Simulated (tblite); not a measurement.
Compound: C7H8NP.
Structure used (GFN2-xTB), in Å, numbered top down from 1:
```xyz
17
C7H8NP angstrom
C     -2.4111    2.1610   -0.2353
C     -1.8419    1.1493   -0.5484
P     -1.0517   -0.3044   -1.1867
C     -1.7904   -1.5005    0.0314
N      0.4887   -0.0731   -0.4376
C      0.7688    0.4419    0.8010
C      2.1177    0.4244    0.9871
C      2.6966   -0.1244   -0.1806
C      1.6751   -0.4138   -1.0329
H     -2.8954    3.0386    0.0823
H     -1.6315   -1.1647    1.0553
H     -2.8583   -1.5865   -0.1616
H     -1.3295   -2.4782   -0.1052
H     -0.0163    0.7958    1.4414
H      2.6441    0.7642    1.8576
H      3.7426   -0.2787   -0.3592
H      1.6854   -0.8388   -2.0184
```

All values are computed: GFN2-xTB (tblite) harmonic vibrations without scaling, gas phase. The method is semi-empirical: single wavenumbers can be off by several per cent or more. One conformer, not necessarily the lowest.

Harmonic wavenumbers (cm⁻¹): 49.0, 81.6, 122.0, 141.7, 160.6, 217.4, 275.2, 340.3, 369.9, 479.8, 573.1, 578.0, 647.9, 665.3, 674.8, 711.6, 762.4, 770.9, 820.1, 835.0, 839.8, 862.9, 884.2, 914.3, 1062.1, 1079.7, 1091.3, 1191.3, 1227.1, 1313.7, 1337.7, 1403.1, 1436.2, 1446.5, 1458.3, 1564.4, 2196.1, 3000.9, 3007.4, 3019.9, 3145.8, 3146.9, 3159.7, 3169.8, 3364.2.

A = 2586, B = 1038, C = 900.6 MHz; mass 137.039 u (most abundant isotopes); point group C1, symmetry number 1.

Question: What is the zero-point energy?

Answer: Half the sum of the wavenumbers: 27800 cm⁻¹ = 332.56 kJ/mol.

Question: Give the ideal-gas entropy at 400 K and 1 bar in the rigid-rotor, harmonic-oscillator model (classical rotation).

Answer: Translation 176.33, rotation 126.16, vibration 159.22: S = 461.7 J/(mol K).

Question: And Cp and H(400 K) − H(0)?

Answer: Cp = 198.30 J/(mol K), of which vibrations give 165.04 (their classical limit is 45 R = 374.2); H(400 K) − H(0) = 46.78 kJ/mol without the zero-point energy, 33.48 from vibrations.

Question: Which modes carry the vibrational entropy at 400 K?

Answer: 49.0 cm⁻¹: 22.76; 81.6 cm⁻¹: 18.54; 122.0 cm⁻¹: 15.23; 141.7 cm⁻¹: 14.01; 160.6 cm⁻¹: 12.99; 217.4 cm⁻¹: 10.57 J/(mol K); the other 39 give 65.12 together.

Question: What must be added to the electronic energy to get the Gibbs energy at 400 K and 1 bar?

Answer: ZPE + [H(400 K) − H(0)] − T·S = 332.56 + 46.78 − 184.68 = 194.66 kJ/mol.

Hindered rotation and anharmonicity are outside this model. Other conformers, if any are populated, would add a mixing term that is left out. The structure is chiral; the term R ln 2 for an equal mix with its mirror image is left out.
